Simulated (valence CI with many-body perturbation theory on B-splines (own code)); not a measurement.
## Zn¹⁵⁺: electric-dipole lines

Method: configuration interaction combined with many-body perturbation theory (CI+MBPT): five valence electrons over a frozen Dirac-Fock core [Ne], a basis of 11 s, 11 p, 10 d, 8 f, 5 g, 2 h functions for each j, with the one-electron correlation potential Σ1 (screened to all orders), the two-electron term Σ2, the three-electron term Σ3, Breit, model QED; selected single and double excitations, second order for the rest, scaled by the run's own slope (own B-spline code, finite nucleus).

No measured spectrum was set against this ion. As an estimate, levels of excited configurations hold to 0.05 to 0.15 % of their energy, terms of the ground configuration to about 0.5 %. Among the levels kept, up to 3300 cm⁻¹ of a level comes from second order outside the variational space, and about a tenth of that is noise between levels of different J, which matters for small intervals.

Lines 1 to 50 of 569 in falling wavelength, among levels below 172.44 eV, chosen from the strongest by gf and those to the six lowest levels. Wavelengths and rates use the calculated energies, so an error of 300 cm⁻¹ moves a line at 38.34 nm by 0.12 % and its rate by three times that or more. Electric multipoles are in the length gauge with retardation, E1 and E2 with the static RPA response of the core. Weak lines are less certain than strong ones. Lines between different terms over intervals too small for the method are left out, as are lines whose strength nearly cancels. Where a level lies close to another of its J and parity, the split of strength between their lines is uncertain. The highest levels of a list are the least certain.

Names give the largest LS component (configuration and term), which can be under half, so a name can repeat, a term be missing and a line seem to break the LS rules; names also repeat where a configuration has a term twice. Letters in brackets count levels of one name in rising energy.

| λ vac (nm) | Upper | Lower | A (s⁻¹) | log gf | Branch % |
| --- | --- | --- | --- | --- | --- |
| 38.34 | 3p4 3d 4F_9/2 | 3s 3p3 3d 4D°_7/2 [d] | 9.42e+08 | -0.68 | 4.9 |
| 37.84 | 3s 3p4 4P_3/2 | 3s2 3p3 2P°_3/2 | 3.87e+07 | -2.48 | 1.3 |
| 36.66 | 3p4 3d 4F_7/2 | 3s 3p3 3d 4D°_5/2 [d] | 6.49e+08 | -0.98 | 3.3 |
| 34.62 | 3p4 3d 4F_9/2 | 3s 3p3 3d 2G°_9/2 [b] | 5.36e+08 | -1.02 | 2.8 |
| 34.36 | 3s 3p4 4P_1/2 | 3s2 3p3 2P°_1/2 | 5.89e+07 | -2.68 | 1.8 |
| 33.59 | 3s 3p4 4P_5/2 | 3s2 3p3 2D°_5/2 | 8.63e+07 | -2.06 | 3.3 |
| 32.27 | 3s 3p4 4P_5/2 | 3s2 3p3 2D°_3/2 | 9.96e+07 | -2.03 | 3.8 |
| 31.92 | 3p4 3d 4F_7/2 | 3s 3p3 3d 2G°_7/2 [b] | 1.31e+09 | -0.80 | 6.7 |
| 31.38 | 3s 3p4 4P_3/2 | 3s2 3p3 2D°_5/2 | 2.61e+07 | -2.81 | 0.9 |
| 30.87 | 3p5 2P°_3/2 | 3s2 3p2 3d 2P_3/2 [a] | 3.06e+09 | -0.76 | 25.0 |
| 30.31 | 3s 3p4 2D_3/2 | 3s2 3p3 2P°_3/2 | 6.60e+07 | -2.44 | 1.1 |
| 29.87 | 3p4 3d 2P_3/2 | 3s 3p3 3d 2D°_5/2 [a] | 1.74e+09 | -1.03 | 10.5 |
| 29.73 | 3s 3p4 2D_5/2 | 3s2 3p3 2P°_3/2 | 8.81e+08 | -1.15 | 17.1 |
| 29.49 | 3s 3p3 3d 4F°_9/2 [a] | 3s2 3p2 3d 4F_9/2 | 1.11e+09 | -0.84 | 54.5 |
| 28.97 | 3s 3p3 3d 4F°_7/2 [a] | 3s2 3p2 3d 4F_7/2 | 9.77e+08 | -1.01 | 45.4 |
| 28.64 | 3s 3p4 2D_3/2 | 3s2 3p3 2P°_1/2 | 3.52e+08 | -1.76 | 5.7 |
| 28.62 | 3p4 3d 2D_3/2 | 3s 3p3 3d 4P°_5/2 [c] | 2.31e+09 | -0.95 | 21.2 |
| 28.07 | 3p4 3d 4F_9/2 | 3s 3p3 3d 4F°_9/2 [b] | 1.99e+09 | -0.63 | 10.3 |
| 27.87 | 3p4 3d 4F_9/2 | 3s 3p3 3d 4F°_7/2 [b] | 7.79e+08 | -1.04 | 4.0 |
| 27.75 | 3s 3p4 4P_5/2 | 3s2 3p3 4S°_3/2 | 2.41e+09 | -0.78 | 92.7 |
| 27.34 | 3p4 3d 4F_7/2 | 3s 3p3 3d 4D°_7/2 [b] | 1.24e+09 | -0.96 | 6.3 |
| 26.79 | 3s 3p3 3d 4S°_3/2 | 3s2 3p2 3d 4P_5/2 | 2.84e+09 | -0.91 | 3.1 |
| 26.39 | 3s 3p3 3d 4G°_11/2 | 3s2 3p2 3d 4F_9/2 | 5.24e+09 | -0.18 | 96.4 |
| 26.36 | 3p5 2P°_3/2 | 3s 3p4 2D_5/2 | 5.81e+09 | -0.62 | 47.4 |
| 26.22 | 3s 3p4 4P_3/2 | 3s2 3p3 4S°_3/2 | 2.94e+09 | -0.92 | 97.8 |
| 25.82 | 3s 3p3 3d 2F°_7/2 [c] | 3s2 3p2 3d 2F_7/2 [b] | 1.36e+09 | -0.97 | 1.6 |
| 25.77 | 3s 3p3 3d 4G°_9/2 | 3s2 3p2 3d 4F_7/2 | 5.62e+09 | -0.25 | 93.9 |
| 25.71 | 3s 3p4 4P_1/2 | 3s2 3p3 4S°_3/2 | 3.19e+09 | -1.20 | 96.9 |
| 25.59 | 3s 3p4 2D_5/2 | 3s2 3p3 2D°_5/2 | 4.25e+09 | -0.60 | 82.2 |
| 25.53 | 3s2 3p2 3d 2P_3/2 [a] | 3s2 3p3 2P°_3/2 | 7.54e+08 | -1.53 | 5.8 |
| 25.47 | 3s 3p3 3d 4D°_7/2 [c] | 3s2 3p2 3d 4P_5/2 | 1.11e+09 | -1.06 | 1.2 |
| 25.22 | 3s 3p4 2D_3/2 | 3s2 3p3 2D°_3/2 | 5.70e+09 | -0.66 | 91.9 |
| 25.16 | 3s 3p3 3d 4G°_7/2 | 3s2 3p2 3d 4F_5/2 | 5.68e+09 | -0.37 | 88.1 |
| 24.79 | 3s 3p3 3d 4G°_5/2 | 3s2 3p2 3d 4F_3/2 | 5.71e+09 | -0.50 | 85.2 |
| 24.67 | 3s 3p3 3d 4F°_9/2 [b] | 3s2 3p2 3d 4D_7/2 | 3.20e+09 | -0.54 | 27.4 |
| 24.59 | 3s 3p3 3d 2G°_9/2 [a] | 3s2 3p2 3d 2F_7/2 [a] | 2.96e+09 | -0.57 | 75.4 |
| 24.34 | 3s2 3p2 3d 2P_3/2 [a] | 3s2 3p3 2P°_1/2 | 6.59e+08 | -1.63 | 5.0 |
| 24.18 | 3p4 3d 4F_9/2 | 3s 3p3 3d 4G°_11/2 | 6.81e+09 | -0.22 | 35.2 |
| 24.09 | 3s 3p3 3d 2G°_7/2 [a] | 3s2 3p2 3d 2F_5/2 [a] | 2.49e+09 | -0.76 | 67.9 |
| 24.01 | 3s 3p4 2S_1/2 [a] | 3s2 3p3 2P°_1/2 | 5.35e+09 | -1.03 | 32.4 |
| 23.89 | 3p4 3d 4F_9/2 | 3s 3p3 3d 4G°_9/2 | 1.65e+09 | -0.85 | 8.6 |
| 23.87 | 3p4 3d 4D_7/2 | 3s 3p3 3d 4F°_9/2 [a] | 9.80e+09 | -0.17 | 47.2 |
| 23.76 | 3s 3p3 3d 2F°_5/2 [e] | 3s2 3p2 3d 2P_3/2 [c] | 1.91e+09 | -1.01 | 2.3 |
| 23.74 | 3s 3p3 3d 2P°_3/2 [a] | 3s2 3p2 3d 2P_3/2 [b] | 3.29e+09 | -0.95 | 3.2 |
| 23.61 | 3s 3p3 3d 4F°_7/2 [b] | 3s2 3p2 3d 4D_5/2 | 5.16e+09 | -0.46 | 43.0 |
| 23.59 | 3p4 3d 4D_5/2 | 3s 3p3 3d 4F°_7/2 [a] | 9.81e+09 | -0.31 | 50.9 |
| 23.55 | 3s 3p3 3d 2F°_5/2 [d] | 3s2 3p2 3d 2F_5/2 [b] | 2.67e+09 | -0.88 | 3.1 |
| 23.49 | 3s 3p3 3d 2F°_7/2 [d] | 3s2 3p2 3d 2F_7/2 [b] | 1.74e+09 | -0.94 | 2.1 |
| 23.43 | 3s 3p3 3d 4F°_5/2 [b] | 3s2 3p2 3d 4D_5/2 | 1.74e+09 | -1.07 | 9.6 |
| 23.39 | 3s 3p3 3d 2G°_7/2 [b] | 3s2 3p2 3d 2G_7/2 | 6.52e+09 | -0.37 | 18.4 |
